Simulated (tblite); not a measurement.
Compound: C8H5 (doublet state).
Bonds: C1–C2 (triple), C2–C3, C3–C4 (triple), C4–C5, C5–C6, C6–C7, C7–C8 (triple). Hydrogens: H9, H10 on C5; H11, H12 on C6; H13 on C8.
Bond orders are those of one Lewis drawing.

Computed with GFN2-xTB (tblite), gas phase: L-BFGS steps from a force-field or distance-geometry start until the largest atomic force falls under 0.01 eV/Å.

Step 25: E = -526.5645 eV
```
atom  x, y, z in Å  |  force x, y, z in eV/Å
C1     -4.8872   -0.0361    1.0966    0.024   0.019  -0.001
C2     -3.8780   -0.0360    0.4104    0.017  -0.026   0.003
C3     -2.5701    0.1083    0.0727   -0.017  -0.010   0.026
C4     -1.4118    0.2220   -0.2673    0.001   0.008  -0.012
C5     -0.0601    0.3331   -0.7510   -0.004  -0.018  -0.004
C6      0.9523   -0.3608    0.1816    0.019   0.005   0.020
C7      2.2944   -0.1959   -0.3368    0.029  -0.010  -0.021
C8      3.3852   -0.0356   -0.8027   -0.028  -0.007   0.011
H9     -0.0053   -0.1300   -1.7412    0.017   0.011  -0.044
H10     0.2030    1.3909   -0.8568   -0.005  -0.004   0.008
H11     0.7235   -1.4274    0.2639   -0.023   0.015  -0.020
H12     0.8980    0.0776    1.1813   -0.020   0.019   0.025
H13     4.3517    0.0904   -1.1909   -0.011  -0.001   0.011
```

Step 26: E = -526.5647 eV
```
atom  x, y, z in Å  |  force x, y, z in eV/Å
C1     -4.8853   -0.0336    1.0990    0.037   0.019  -0.011
C2     -3.8764   -0.0407    0.4116   -0.002  -0.026   0.011
C3     -2.5701    0.1076    0.0707    0.007  -0.010   0.022
C4     -1.4120    0.2229   -0.2701   -0.011   0.004  -0.003
C5     -0.0593    0.3338   -0.7514   -0.016  -0.014  -0.015
C6      0.9521   -0.3610    0.1817   -0.008   0.012   0.020
C7      2.2934   -0.1961   -0.3366    0.004  -0.017  -0.004
C8      3.3839   -0.0361   -0.8022    0.004  -0.002  -0.002
H9     -0.0037   -0.1276   -1.7424    0.018   0.005  -0.040
H10     0.2028    1.3920   -0.8577    0.000  -0.012   0.017
H11     0.7233   -1.4272    0.2656   -0.028   0.007  -0.031
H12     0.8968    0.0768    1.1813   -0.016   0.031   0.034
H13     4.3501    0.0897   -1.1897    0.011   0.002   0.001
```

Step 27: E = -526.5651 eV
```
atom  x, y, z in Å  |  force x, y, z in eV/Å
C1     -4.8825   -0.0300    1.1017    0.038   0.019  -0.015
C2     -3.8743   -0.0469    0.4132   -0.019  -0.024   0.018
C3     -2.5699    0.1065    0.0690    0.035  -0.010   0.014
C4     -1.4123    0.2240   -0.2735   -0.018  -0.002   0.003
C5     -0.0587    0.3344   -0.7523   -0.021  -0.005  -0.025
C6      0.9517   -0.3609    0.1821   -0.039   0.019   0.014
C7      2.2923   -0.1968   -0.3363   -0.027  -0.021   0.021
C8      3.3824   -0.0367   -0.8016    0.039   0.002  -0.015
H9     -0.0013   -0.1245   -1.7448    0.017  -0.001  -0.026
H10     0.2025    1.3932   -0.8586    0.005  -0.019   0.026
H11     0.7223   -1.4268    0.2670   -0.032  -0.001  -0.038
H12     0.8949    0.0763    1.1819   -0.011   0.039   0.033
H13     4.3483    0.0888   -1.1881    0.032   0.005  -0.010
```

Step 28: E = -526.5656 eV
```
atom  x, y, z in Å  |  force x, y, z in eV/Å
C1     -4.8784   -0.0244    1.1054    0.028   0.017  -0.014
C2     -3.8710   -0.0565    0.4160   -0.029  -0.020   0.024
C3     -2.5691    0.1046    0.0676    0.060  -0.013   0.002
C4     -1.4128    0.2252   -0.2787   -0.018  -0.010   0.005
C5     -0.0580    0.3350   -0.7541   -0.020   0.007  -0.033
C6      0.9505   -0.3604    0.1831   -0.067   0.022   0.001
C7      2.2907   -0.1981   -0.3359   -0.055  -0.021   0.049
C8      3.3803   -0.0377   -0.8008    0.068   0.006  -0.024
H9      0.0029   -0.1197   -1.7491    0.012  -0.010   0.000
H10     0.2024    1.3944   -0.8594    0.008  -0.021   0.035
H11     0.7200   -1.4259    0.2685   -0.034  -0.007  -0.042
H12     0.8918    0.0765    1.1832   -0.004   0.042   0.016
H13     4.3464    0.0876   -1.1859    0.049   0.006  -0.021
```

Problem. Estimate the geometry and energy of step 29. (The exact step hangs on the optimiser's Hessian estimate; all steps are aligned on step 28, rigid shifts and turns removed.)

Solution. E = -526.5662 eV, largest force 0.088 eV/Å
```
atom  x, y, z in Å  |  force x, y, z in eV/Å
C1     -4.8740   -0.0171    1.1089    0.009   0.014  -0.008
C2     -3.8667   -0.0683    0.4204   -0.022  -0.013   0.026
C3     -2.5675    0.1017    0.0673    0.065  -0.019  -0.008
C4     -1.4135    0.2260   -0.2853   -0.011  -0.015   0.002
C5     -0.0576    0.3356   -0.7571   -0.009   0.020  -0.031
C6      0.9480   -0.3596    0.1842   -0.070   0.018  -0.017
C7      2.2887   -0.2001   -0.3351   -0.057  -0.012   0.066
C8      3.3782   -0.0389   -0.8000    0.071   0.006  -0.021
H9      0.0086   -0.1136   -1.7549    0.004  -0.022   0.029
H10     0.2025    1.3952   -0.8596    0.009  -0.011   0.040
H11     0.7162   -1.4247    0.2696   -0.035  -0.007  -0.039
H12     0.8877    0.0778    1.1849    0.001   0.037  -0.015
H13     4.3449    0.0865   -1.1834    0.046   0.004  -0.024
```

The energy changes by -0.0006 eV. The first-order estimate −F·Δx gives -0.0008 eV and the mean of the old and new forces, exact on a quadratic surface, -0.0006 eV. The step makes an angle of 78° with the force vector and moves no atom by more than 0.013 Å.

The cost below is that of the whole relaxation. Time: 0.31 s of wall time. Hardware: Arm Neoverse V1, one thread, no GPU, shared host with 32 logical CPUs at a one-minute load of 38.
